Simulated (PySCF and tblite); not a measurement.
Results of a calculation; reference values are marked as such.
System: C₅H₇FN₂O, numbered as in [CH3:1][CH2:2][O:3][c:4]1[cH:5][n:6][nH:7][c:8]1[F:9].

For the shift of H on N7 from N7 to N6: electronic barrier 44.97 kcal/mol, zero-point change -3.87 kcal/mol, thermal and entropy terms at 350 K a further 0.08 kcal/mol (symmetry numbers apart). The minimum is C1, the saddle C1. Level: PBE0/pcSseg-1 + D3(BJ) on PBE0-D3(BJ)/def2-SVP stationary points, with GFN2-xTB thermal terms. Rate constants are transition-state-theory values, counting equivalent paths, without tunnelling. Programs: tblite and PySCF.

How many equivalent paths lead out of the minimum?

1: the symmetry number of the minimum is 1, that of the saddle displaced along its mode 1.

Work out the rate at 350 K.

ΔG‡ = 41.18 kcal/mol; k_B T/h = 7.3×10¹² s⁻¹; exp(−ΔG‡/RT) = 1.9×10⁻²⁶; times 1 gives k = 1.4×10⁻¹³ s⁻¹.

Tunnelling of the moving H, left out here, will speed the real process. In real samples such hydrogens mostly exchange between molecules or through solvent, far faster than by this path.
